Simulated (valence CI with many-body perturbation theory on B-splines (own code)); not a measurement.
Level structure of Se

Method: valence CI with perturbative core correlation (CI+MBPT): six valence electrons over a frozen Dirac-Fock core [Ar] 3d10, radial functions for each j: 9 s, 9 p, 8 d, 6 f, 3 g, 1 h, with the one-electron correlation potential Σ1 (screened to all orders), the two-electron term Σ2, the three-electron term Σ3, Breit, model QED; selected single and double excitations, second order for the rest, scaled by the run's own slope (own B-spline code, finite nucleus).

Set against measurement, 24 paired levels are off by 203 cm⁻¹ on average, the worst by 344. These come from a selection out of the NIST Handbook of Basic Atomic Spectroscopic Data. Levels without a partner in it may be off by more. Among the levels kept, up to 1600 cm⁻¹ of a level comes from second order outside the variational space, and about a tenth of that is noise between levels of different J, which matters for small intervals.

Levels 1 to 27 of 27, with energies above the lowest level, 4s²4p⁴ ³P_2. "Leading %" is the weight of the configuration and term that name the level; weights of strongly mixed levels are sums over their largest components and can fall short. Lifetimes count E1, E2, E3, M1 and M2 decay at the calculated energies, and are blank where another channel may lead or the interval is too uncertain; long ones can be off by a factor of two.

```csv
No.,Configuration,Term,J,E (cm⁻¹),Leading %,g,Second component,Lifetime
1,4s²4p⁴,³P,2,0.0,92,1.492,,
2,4s²4p⁴,³P,1,1959,93,1.501,,6.01 s
3,4s²4p⁴,³P,0,2557,91,,,
4,4s²4p⁴,¹D,2,9595,91,1.009,,1.30 s
5,4s²4p⁴,¹S,0,22597,90,,,96.9 ms
6,4s²4p³5s,⁵S°,2,47984,90,1.998,,562 ns
7,4s²4p³5s,³S°,1,50852,89,1.993,,2.07 ns
8,4s²4p³5p,⁵P,1,58933,89,2.490,,33.7 ns
9,4s²4p³5p,⁵P,2,58985,88,1.826,,33.5 ns
10,4s²4p³5p,⁵P,3,59047,90,1.665,,32.7 ns
11,4s²4p³5p,³P,1,60320,88,1.503,,45.1 ns
12,4s²4p³5p,³P,2,60382,88,1.502,,44.2 ns
13,4s²4p³5p,³P,0,60410,89,,,44.8 ns
14,4s²4p³5s,³D°,1,61673,83,0.535,,7.42 ns
15,4s²4p³5s,³D°,2,61749,82,1.178,,6.78 ns
16,4s²4p³5s,³D°,3,62112,87,1.335,,7.60 ns
17,4s²4p³4d,⁵D°,4,63035,88,1.499,,366 ns
18,4s²4p³4d,⁵D°,0,63056,87,,,235 ns
19,4s²4p³4d,⁵D°,3,63115,87,1.497,,329 ns
20,4s²4p³4d,⁵D°,2,63146,84,1.469,5 % 4s²4p³5s ¹D°,40.6 ns
21,4s²4p³4d,⁵D°,1,63148,88,1.497,,246 ns
22,4s²4p³5s,¹D°,2,63384,78,1.046,5 % 4s²4p³4d ⁵D°,2.71 ns
23,4s²4p³4d,³D°,2,65025,83,1.164,,3.15 ns
24,4s²4p³4d,³D°,3,65069,86,1.332,,3.06 ns
25,4s²4p³4d,³D°,1,65079,86,0.504,,3.18 ns
26,4s²4p³6s,⁵S°,2,65743,89,1.998,,50.4 ns
27,4s²4p³6s,³S°,1,66349,89,1.994,,7.43 ns
```

Where two levels of one J and parity lie close, their mixing, g and order are uncertain.

The ionisation energy to 4s²4p³ ⁴S°3/2 of the next ion comes out as 9.7041 eV (NIST: 9.75237 eV (measured), further off than twice its uncertainty). All 27 levels together are meant to be complete up to 68042 cm⁻¹.
